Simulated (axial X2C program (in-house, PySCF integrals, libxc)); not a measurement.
**Spin–orbit effects down a group: molecules with Ge, HF**

Calculated with an in-house all-electron X2C program for linear molecules (integrals from PySCF), spin-free (one-electron X2C) or two-component (2c: spin–orbit coupling with atomic mean-field Coulomb and Gaunt terms, which also bring small scalar terms), in Dyall basis sets with cores contracted in-house; open shells are unrestricted.

Basis sets: Ge dyall-cv3z, Ge dyall-v3z, O dyall-av3z, S dyall-av3z, Se dyall-v3z, Te dyall-cv3z.

| molecule | spin-free state | Re (Å) | ωe (cm⁻¹) | De (eV) | 2c state | Re 2c (Å) | ωe 2c (cm⁻¹) | De 2c (eV) |
| --- | --- | --- | --- | --- | --- | --- | --- | --- |
| GeO | M_S = 0, Λ = 0 | 1.587 | 1136.3 | 3.16 | Ω = 0 | 1.587 | 1135.6 | n/a |
| GeS | M_S = 0, Λ = 0 | 1.994 | 626.5 | 3.19 | Ω = 0 | 1.995 | 625.9 | n/a |
| GeSe | M_S = 0, Λ = 0 | 2.118 | 440.0 | 2.72 | Ω = 0 | 2.119 | 438.8 | n/a |
| GeTe | M_S = 0, Λ = 0 | 2.323 | 351.4 | 2.07 | Ω = 0 | 2.328 | 347.4 | n/a |

Each entry is the lowest single determinant of a limited PBE0 search at one distance. De goes to single-determinant-based atoms at the same level (for ions the charge split of lowest energy) and is withheld (n/a) where an atom does not fit its ground term or J level. Main or longest-lived isotopes.
